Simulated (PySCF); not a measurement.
Si(H)(PH2)3 (H7P3Si), SMILES [SiH](P)(P)P. The structure is a stationary point at B3LYP-D3(BJ)/def2-SVP. This is a generated structure with no PubChem entry under its InChIKey; it may be hypothetical. Other conformers were not sampled.

Computed equilibrium geometry at B3LYP-D3(BJ)/def2-SVP (PySCF confirms it by a frequency run) as a Z-matrix (one conformer of several):
```
Si
H 1 1.4930
P 1 2.2783 2 107.55
H 3 1.4298 1 93.18 2 -168.90
H 3 1.4315 4 93.64 1 -95.05
P 1 2.2792 2 107.47 3 119.79
H 6 1.4299 1 93.27 2 -167.94
H 6 1.4300 7 93.78 1 -94.26
P 1 2.2810 2 113.08 6 116.76
H 9 1.4298 1 93.73 2 50.49
H 9 1.4303 10 93.83 1 94.80
```
